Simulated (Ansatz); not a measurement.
One change: `[NH]=[Nb]([F])([F])[F]` becomes `[NH]=[V]([F])([F])[F]`.

Ansatz, PBE0-D4/def2-TZVP geometries, multiplicity 1. Each molecule was computed in one conformer, which needn't be the lowest.

Elements past krypton have def2 core potentials. Scalar relativity is left out up to krypton.

| property | `[NH]=[Nb]([F])([F])[F]` |
| --- | --- |
| LUMO energy (B3LYP/def2-TZVPP) / eV | -1.94 |
| size of the dipole moment (ωB97M-V/def2-TZVPP) / D | 1.09 |
| HOMO–LUMO gap (PBE/def2-TZVPP) / eV | 4.90 |
| HOMO energy (PBE0/def2-TZVPP) / eV | -8.89 |
| HOMO energy (B3LYP/def2-TZVPP) / eV | -8.63 |
| HOMO energy (ωB97M-V/def2-TZVPP) / eV | -11.20 |

(1) Give the same properties after the change, and the shifts. (Estimate.)

## Answers

(1) The calculation gave: 
```csv
property,`[NH]=[V]([F])([F])[F]`,shift
LUMO energy (B3LYP/def2-TZVPP) / eV,-3.59,-1.65
size of the dipole moment (ωB97M-V/def2-TZVPP) / D,2.52,1.43
HOMO–LUMO gap (PBE/def2-TZVPP) / eV,3.83,-1.07
HOMO energy (PBE0/def2-TZVPP) / eV,-9.62,-0.73
HOMO energy (B3LYP/def2-TZVPP) / eV,-9.37,-0.74
HOMO energy (ωB97M-V/def2-TZVPP) / eV,-12.01,-0.81
```

With PBE0 the HOMO falls by 0.73 eV and the LUMO falls by 1.61 eV, so the gap narrows by about 0.88 eV. PBE moves the HOMO by -0.58 eV and ωB97M-V by -0.81 eV. Dipoles are sizes alone; their direction can turn.

B3LYP here is the variant with VWN-RPA as its local correlation; programs differ in this.
